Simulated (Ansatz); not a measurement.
Cost and result for the atomization energy of CH₆N₂OSi (`C=N[SiH](N)O`) (11 atoms, 10 bonds).

```xyz
11

C    -0.8723   -1.2539   -1.4618
N    -1.1237   -0.4810   -0.5014
Si    0.0276    0.0435    0.6864
N     0.2249    1.7391    0.7601
O     1.4678   -0.6594    0.3047
H     0.1183   -1.6902   -1.6554
H    -1.6640   -1.5315   -2.1691
H    -0.4919   -0.3764    2.0087
H    -0.4066    2.2750    1.3341
H     0.4800    2.2564   -0.0670
H     2.2399   -0.3217    0.7607
```

Total charge 0; spin multiplicity 1. The geometry is a stationary point of PBE0-D4/def2-TZVP. It is one conformer, not always the lowest. Program: Ansatz. All runs use 4 threads of an Intel Xeon Platinum 8259CL on a shared host. Times are those of one run each, without the atoms' runs, and a repeat can differ threefold. Electronic energies, without spin–orbit coupling; frozen cores. CCSD(T)/CBS adds CCSD(T) − MP2 in def2-TZVPP to the MP2 limit, and its time is that of the two runs behind it. T1 = 0.012. B3LYP takes the VWN-RPA correlation (the form of Gaussian; ORCA's B3LYP/G).

CCSD(T)/CBS is a level of theory with its own doubt, some kJ/mol a heavy atom from the limit and from the frozen cores, so smaller differences don't rank the functionals.

```json
{"level": "B3LYP-D4/def2-TZVPP (with forces)", "functions": "250", "atomization (kcal/mol)": "1002.9", "difference from CCSD(T)/CBS": "1.3", "per bond": "0.1"}
{"level": "CCSD(T)/def2-TZVPP", "functions": "250", "atomization (kcal/mol)": "968.3", "difference from CCSD(T)/CBS": "-33.3", "per bond": "-3.3"}
{"level": "ωB97M-V/def2-TZVPP (with forces)", "functions": "250", "atomization (kcal/mol)": "1005.0", "difference from CCSD(T)/CBS": "3.4", "per bond": "0.3"}
{"level": "B2PLYP/def2-TZVPP", "functions": "250", "atomization (kcal/mol)": "990.9", "difference from CCSD(T)/CBS": "-10.7", "per bond": "-1.1"}
{"level": "PBE-D4/def2-TZVPP (with forces)", "functions": "250", "atomization (kcal/mol)": "1019.7", "difference from CCSD(T)/CBS": "18.1", "per bond": "1.8"}
{"level": "ωB97X-V/def2-TZVPP", "functions": "250", "atomization (kcal/mol)": "1003.9", "difference from CCSD(T)/CBS": "2.3", "per bond": "0.2"}
{"level": "MP2/def2-QZVPP", "functions": "478", "atomization (kcal/mol)": "1006.9", "difference from CCSD(T)/CBS": "5.3", "per bond": "0.5"}
{"level": "r2SCAN-D4/def2-TZVPP (with forces)", "functions": "250", "atomization (kcal/mol)": "995.4", "difference from CCSD(T)/CBS": "-6.2", "per bond": "-0.6"}
{"level": "PBE0-D4/def2-TZVPP", "functions": "250", "atomization (kcal/mol)": "994.7", "difference from CCSD(T)/CBS": "-6.9", "per bond": "-0.7"}
{"level": "CCSD(T)/CBS(def2)", "functions": "–", "atomization (kcal/mol)": "1001.6", "difference from CCSD(T)/CBS": "0.0", "per bond": "0.0"}
```

Task: Order the runs by time, with rough figures. (An estimate is asked.)

Result: Computed: PBE-D4/def2-TZVPP (with forces) 2.5 s; PBE0-D4/def2-TZVPP 2.7 s; r2SCAN-D4/def2-TZVPP (with forces) 4.1 s; B3LYP-D4/def2-TZVPP (with forces) 4.1 s; B2PLYP/def2-TZVPP 5.5 s; ωB97X-V/def2-TZVPP 6.5 s; ωB97M-V/def2-TZVPP (with forces) 9 s; MP2/def2-QZVPP 21 s; CCSD(T)/def2-TZVPP 91 s; CCSD(T)/CBS(def2) 110 s.

From PBE to PBE0 (25 % exact exchange), in def2-TZVPP and without D4, the atomization energy moves by −24.2 kcal/mol: exact exchange takes away binding that semilocal exchange gives to molecules. In def2-TZVPP, CCSD(T) changes the Hartree–Fock value by +281.3 kcal/mol (the triples alone add +16.8 kcal/mol) and MP2 by +299.9 kcal/mol; breaking electron pairs costs correlation energy, which Hartree–Fock lacks. The D4 term adds +8.4 kcal/mol with B3LYP and +4.4 kcal/mol with PBE0; it sums over pairs of atoms, weighted by their polarisabilities, and B3LYP, whose exchange is more repulsive, gets the larger term.
